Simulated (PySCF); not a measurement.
**Which determinant of MgGe⁺ lies lowest?**

Unrestricted PBE0; basis Mg aug-pcseg-1, Ge aug-pcseg-1; no relativity; PySCF 2.14. Outer shells of the fragments: Mg+ 3s1; Ge 3d10 4s2 4p2.

Followed along the bond (rough minima from three points):

```csv
2Ms+1,unpaired,⟨S²⟩ at the start,R at minimum (Å),Te (eV)
2,π ↑,0.77,2.80,0.00
4,"σ ↑, π ↑↑",3.75,2.55,1.13
2,"σ ↓, π ↑↑",1.76,2.70,1.60
2,"σ ↑, π ↑↓",1.76,2.62,1.66
2,σ ↑,0.75,none in the scan,≤ 1.04
```

Solutions found at the starting distance of 2.615 Å, counted from the lowest of them; the search is not exhaustive and high or unbound solutions are not listed, so other states can lie among these:

```
2Ms+1   unpaired   term  E (eV)  ⟨S²⟩  ⟨Lz²⟩  μ (D)
    2        π ↑     ²Π    0.00  0.77   1.00  -6.77
    4  σ ↑, π ↑↑    ⁴Σ⁻    1.07  3.75   0.00  -8.44
    2        σ ↑    ²Σ⁺    1.40  0.75   0.00  -1.88
    2  σ ↓, π ↑↑  mixed    1.55  1.76   0.00  -8.26
    2  σ ↑, π ↑↓  mixed    1.60  1.76   2.01  -8.29
    4  σ ↑↑, π ↑     ⁴Π    1.68  3.75   1.00  -3.09
```

A term symbol is given only where ⟨S²⟩ and ⟨Lz²⟩ are close to those of a pure state; real π, δ and φ orbitals otherwise mix terms. A positive dipole points towards Ge; it is taken about the centre of mass and depends on that origin.

Spin–orbit coupling is left out. Counting both spins, an empty level lies below a filled one in some of these solutions, because spin and occupation are held.
